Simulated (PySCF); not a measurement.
Job file and geometry (Å, from GFN2-xTB) of an NMR shielding run on `C1=C[P@+]([BH3-])(C)C=C1C=C`, C$_{7}$H$_{12}$BP, GIAO PBE0/pcSseg-1 NMR shielding, non-relativistic, gas phase (PySCF); density fitting, a coarse starting grid and PySCF grid level 2 are the driver's defaults:

```
$ OMP_NUM_THREADS=1 python probes_run.py task.json out

{"job": {"kind": "nmr", "xc": "PBE0", "basis": "pcSseg-1"}, "charge": 0, "multiplicity": 1}
B     -2.417847    -1.391096    -0.785828
P     -1.300629    -0.038679     0.033087
C     -2.216310     1.102330     1.145290
C     -0.301027     1.005753    -1.033431
C      1.003291     0.784269    -0.806819
C      1.287247    -0.114272     0.302784
C      2.624153    -0.483866     0.725267
C      3.760994    -0.082923     0.165101
C      0.162367    -0.561032     0.920940
H     -3.224834    -0.749625    -1.384107
H     -1.701110    -2.040242    -1.475091
H     -2.862708    -1.980011     0.149956
H     -1.551291     1.848512     1.574054
H     -2.678088     0.511782     1.934352
H     -2.998151     1.585238     0.562026
H     -0.704645     1.622456    -1.818506
H      1.797377     1.236442    -1.378489
H      2.658729    -1.152499     1.577046
H      4.715634    -0.408553     0.541544
H      3.789993     0.578099    -0.684023
H      0.147935    -1.255142     1.744740
```

**Question.** What does the program print?

**Answer.** 
```
coarse grid: 17752 points
cycle   1  E = -639.4277606981  dE =  1.271e+00  |g| = 5.032e-01  |ddm| = 4.281e+00
cycle   2  E = -639.4454149857  dE = -1.765e-02  |g| = 4.521e-01  |ddm| = 1.184e+00
cycle   3  E = -639.5054799672  dE = -6.006e-02  |g| = 4.200e-02  |ddm| = 5.348e-01
cycle   4  E = -639.5055464950  dE = -6.653e-05  |g| = 3.881e-02  |ddm| = 8.347e-02
cycle   5  E = -639.5059392590  dE = -3.928e-04  |g| = 7.943e-03  |ddm| = 4.450e-02
cycle   6  E = -639.5059552997  dE = -1.604e-05  |g| = 1.581e-03  |ddm| = 1.048e-02
cycle   7  E = -639.5059559160  dE = -6.163e-07  |g| = 5.911e-04  |ddm| = 2.519e-03
final grid: 166056 points
cycle   8  E = -639.5610119368  dE = -4.547e-05  |g| = 8.902e-03  |ddm| = 4.182e-02
cycle   9  E = -639.5610110444  dE =  8.925e-07  |g| = 9.236e-03  |ddm| = 1.742e-02
cycle  10  E = -639.5610327728  dE = -2.173e-05  |g| = 1.487e-03  |ddm| = 9.850e-03
cycle  11  E = -639.5610333630  dE = -5.901e-07  |g| = 3.274e-04  |ddm| = 1.757e-03
cycle  12  E = -639.5610333861  dE = -2.318e-08  |g| = 1.284e-04  |ddm| = 3.785e-04
cycle  13  E = -639.5610333905  dE = -4.393e-09  |g| = 3.374e-05  |ddm| = 1.637e-04
cycle  14  E = -639.5610333908  dE = -2.644e-10  |g| = 1.345e-05  |ddm| = 4.693e-05
converged SCF energy = -639.5610333908

GIAO shielding tensors (ppm)
atom      isotropic    diamagn.    paramagn.     s11        s22        s33       span
  0 B      147.492     188.718     -41.226    139.352    144.603    158.520     19.167
  1 P      293.541     968.446    -674.905    223.008    310.972    346.643    123.635
  2 C      174.784     252.769     -77.985    165.033    166.255    193.063     28.030
  3 C       41.340     265.149    -223.808    -60.833     30.552    154.301    215.134
  4 C       42.272     254.615    -212.343    -70.684     44.833    152.667    223.351
  5 C       29.161     262.689    -233.527    -75.139     27.177    135.446    210.585
  6 C       45.956     248.954    -202.998    -67.872     54.425    151.315    219.187
  7 C       61.210     255.385    -194.176    -48.045     62.106    169.567    217.612
  8 C       46.352     264.340    -217.987    -40.868     34.089    145.836    186.705
  9 H       30.662      29.229       1.433     27.346     29.134     35.505      8.160
 10 H       31.143      29.148       1.995     27.180     29.714     36.533      9.353
 11 H       30.655      29.290       1.366     27.406     29.142     35.418      8.012
 12 H       30.607      31.337      -0.731     25.160     28.629     38.031     12.872
 13 H       29.961      29.661       0.300     25.621     27.429     36.833     11.211
 14 H       29.971      29.334       0.637     25.565     27.441     36.907     11.342
 15 H       24.815      33.386      -8.571     22.758     24.455     27.233      4.475
 16 H       24.184      34.854     -10.670     21.446     22.452     28.655      7.208
 17 H       24.775      30.920      -6.145     22.129     23.028     29.167      7.038
 18 H       25.857      26.617      -0.760     23.915     24.687     28.970      5.055
 19 H       25.746      32.922      -7.176     23.164     23.975     30.099      6.934
 20 H       25.270      35.867     -10.597     22.877     24.633     28.300      5.423
```

Size and cost of the density-fitted run: 220 basis functions, 63 s wall time on 1 thread of an Arm Neoverse V1, shared host; peak memory 0.98 GiB.
